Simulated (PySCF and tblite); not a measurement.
Results of a calculation; reference values are marked as such.
5 regioisomers of C₅H₂ClF₃S:

```json
{"isomer": "A", "SMILES": "[F:1][C:2]([F:3])([F:4])[c:5]1[cH:6][c:7]([Cl:8])[cH:9][s:10]1"}
{"isomer": "B", "SMILES": "[F:1][C:2]([F:3])([F:4])[c:5]1[cH:6][cH:7][s:8][c:9]1[Cl:10]"}
{"isomer": "C", "SMILES": "[F:1][C:2]([F:3])([F:4])[c:5]1[cH:6][cH:7][c:8]([Cl:9])[s:10]1"}
{"isomer": "D", "SMILES": "[F:1][C:2]([F:3])([F:4])[c:5]1[cH:6][s:7][cH:8][c:9]1[Cl:10]"}
{"isomer": "E", "SMILES": "[F:1][C:2]([F:3])([F:4])[c:5]1[cH:6][s:7][c:8]([Cl:9])[cH:10]1"}
```

Protocol: conformer search, at most 2 conformers an isomer, GFN2-xTB geometries, energies B3LYP/def2-SVP (IEF-PCM, acetonitrile) (D3(BJ) added where defined), GIAO shieldings wB97X-D/pcSseg-1 (IEF-PCM, acetonitrile), weights at 298.15 K with GFN2-xTB thermal terms. Programs: PySCF with density fitting and tblite.

What shifts does each isomer give (ppm)?


A: ¹H (against TMS): 7.84 (H9, 1H), 7.81 (H6, 1H). ¹³C (against TMS): 142.8 (C5), 142.4 (C9), 140.3 (C6), 135.8 (C7), 132.2 (C2).

B: ¹H (against TMS): 7.55 (H6, 1H), 7.53 (H7, 1H). ¹³C (against TMS): 153.1 (C9), 138.2 (C7), 137.4 (C5), 132.4 (C6), 131.9 (C2).

C: ¹H (against TMS): 7.83 (H6, 1H), 7.38 (H7, 1H). ¹³C (against TMS): 156.7 (C8), 140.5 (C5), 139.0 (C6), 135.3 (C7), 132.2 (C2).

D: ¹H (against TMS): 8.17 (H6, 1H), 7.64 (H8, 1H). ¹³C (against TMS): 144.0 (C6), 139.0 (C8), 136.2 (C5), 134.4 (C9), 131.6 (C2).

E: ¹H (against TMS): 7.94 (H6, 1H), 7.58 (H10, 1H). ¹³C (against TMS): 151.3 (C8), 141.3 (C6), 137.0 (C5), 133.8 (C10), 132.0 (C2).

Shifts are unscaled: against experiment ¹³C can be off by 15 ppm or more and ¹H by 0.8 ppm.
